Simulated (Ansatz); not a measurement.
Program: Ansatz. Geometries: PBE0-D4/def2-TZVP. ΔE: electronic, gas phase. CBS: MP2 limit from def2 TZ/QZ plus the TZ coupled-cluster correction, frozen cores. This one scheme is used for every species. Double bonds are as drawn, so ΔE can hold a change between cis and trans. Functionals use def2-TZVPP. B3LYP here is the variant with VWN-RPA as its local correlation; programs differ in this. Elements past krypton have def2 core potentials. For I outer-core shells are correlated without core-valence functions, which leaves a few kJ/mol of doubt a bond.

`C/C(Cl)=C\I` + H₂ → `C/C=C/I` + HCl  (hydrogenolysis of a C–Cl bond)

```tsv
level	ΔE (kJ/mol)	difference from CCSD(T)/CBS
LDA (SPW92)	-57.7	12.9
B97M-V	-72.1	-1.5
B3LYP-D4	-68.5	2.1
BHLYP-D4	-77.7	-7.1
CAM-B3LYP-D4	-74.7	-4.1
PBE	-66.9	3.7
revPBE	-71.3	-0.7
PBE0	-74.5	-3.9
B3LYP	-80.2	-9.6
r2SCANh	-69.3	1.3
r2SCAN0	-73.3	-2.7
CAM-B3LYP	-81.3	-10.7
SCS-MP2/def2-TZVPP	-71.0	-0.4
HF/def2-QZVPP	-103.1	-32.5
SCS-MP2/def2-QZVPP	-69.2	1.4
MP2/CBS(def2)	-60.5	10.1
CCSD(T)/CBS	-70.6	0
```

Largest T1 diagnostic among the species: 0.010.

In def2-TZVPP, CCSD(T) changes the Hartree–Fock value by +28.3 kJ/mol (the triples alone add +7.7 kJ/mol) and MP2 by +38.4 kJ/mol. The D4 term adds +11.6 kJ/mol with B3LYP and +6.2 kJ/mol with PBE0; it sums over pairs of atoms, weighted by their polarisabilities, and B3LYP, whose exchange is more repulsive, gets the larger term.

CCSD(T)/CBS has its own doubt, a few kJ/mol and more with outer-core shells, so smaller differences from it don't rank the levels.
